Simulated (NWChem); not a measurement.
Molecule: CH₂BFO₂; SMILES O=CB(O)F

```xyz
7

O     -0.6163    -1.9168     0.0941
C      0.1981    -1.0657     0.4126
B     -0.0368     0.5112     0.1644
O     -1.1718     0.9479    -0.4187
F      0.9231     1.3714     0.5522
H      1.1781    -1.3664     0.9096
H     -1.1942     1.9198    -0.5128
```
Atoms are numbered in this order, from 1.

Program: NWChem. Geometry: optimised at PBE-D3(BJ)/def2-SVP. Atomic charges in e: unrestrained fits to the electrostatic potential beside Mulliken populations; buried atoms are poorly determined by the fit.

**Question.** What does the run give for B3LYP/def2-SVP? Quantities: ESP O1; Mulliken O1; ESP C2; Mulliken C2; ESP B3; Mulliken B3; ESP O4; Mulliken O4; ESP F5; Mulliken F5; relative RMS misfit of the potential (%).

**Answer.** 
```json
{
  "ESP O1": "-0.38",
  "Mulliken O1": "-0.20",
  "ESP C2": "0.32",
  "Mulliken C2": "0.15",
  "ESP B3": "0.60",
  "Mulliken B3": "0.05",
  "ESP O4": "-0.61",
  "Mulliken O4": "-0.09",
  "ESP F5": "-0.33",
  "Mulliken F5": "-0.12",
  "relative RMS misfit of the potential (%)": "15"
}
```
